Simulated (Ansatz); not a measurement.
K⁺ ··· Cl⁻

The pair of K⁺ (SMILES [K+], atom 1) and Cl⁻ (SMILES [Cl-], atom 2), both closed shells, in one local arrangement (a lower one may exist), relaxed at PBE0-D4/def2-TZVP:

```csv
atom,x (Å),y (Å),z (Å)
K1,0.0000,0.0000,-1.3420
Cl2,0.0000,0.0000,1.3420
```

Program: Ansatz 0.2.0. Basis: def2-TZVPPD, with def2-QZVPPD for the basis limit. Cores are frozen in the correlated methods. The outer core shell of Li, Na, Mg and K is correlated. The def2 sets are not built for correlating such inner shells, so the correlated values are less sure here. B3LYP uses VWN-RPA correlation. Extrapolation: Hartree–Fock as exp(−7.88 √X), correlation as X^−2.97. Interaction energies count from these two fragments, frozen as in the pair, with the counterpoise correction; negative means bound.

Q: What is the interaction energy by CCSD(T) at an estimated basis limit (MP2 extrapolated from triple and quadruple zeta, plus CCSD(T) − MP2 in triple zeta)? (To be estimated.)

A: By the calculation: -117.21 kcal/mol. Hartree–Fock alone gives -112.46 kcal/mol at the basis limit. It counts from the two fragments frozen as in the pair.

The same quantity by other methods in triple zeta, and each one's difference from that estimate:
| method | E_int (kcal/mol) | difference |
| --- | --- | --- |
| PBE-D4 | -116.64 | 0.57 |
| revPBE-D4 | -114.62 | 2.59 |
| BLYP-D4 | -115.15 | 2.06 |
| r2SCAN-D4 | -115.77 | 1.44 |
| B97M-V | -115.47 | 1.74 |
| PBE0-D4 | -116.54 | 0.67 |
| B3LYP-D4 | -115.71 | 1.50 |
| HSE06-D4 | -116.58 | 0.63 |
| wB97X-V | -115.66 | 1.55 |
| wB97M-V | -115.64 | 1.57 |
| B2PLYP | -114.65 | 2.56 |
| HF | -111.36 | 5.85 |
| MP2 | -113.67 | 3.54 |
| CCSD | -113.23 | 3.98 |
| CCSD(T) | -113.31 | 3.90 |
Differences are method less estimate.

Q: Which atoms make the shortest contact between the fragments?

A: K1 and Cl2, 2.68 Å apart.

Basis-set superposition shift (counterpoise-corrected less uncorrected): CCSD(T) 0.99; MP2 0.91; HF 0.09; PBE0-D4 0.14; wB97M-V 0.12 kcal/mol.

No T1 diagnostic of these runs exceeds 0.010.

For scale, one of the runs: CCSD(T)/def2-TZVPPD, 87 basis functions, launched by `ansatz run in.yaml --threads 2 --pin off --events-out ev --progress --plain --max-ram 5222MiB`. The run took about 1 s on 2 CPU threads of an Arm Neoverse V2 (shared host).
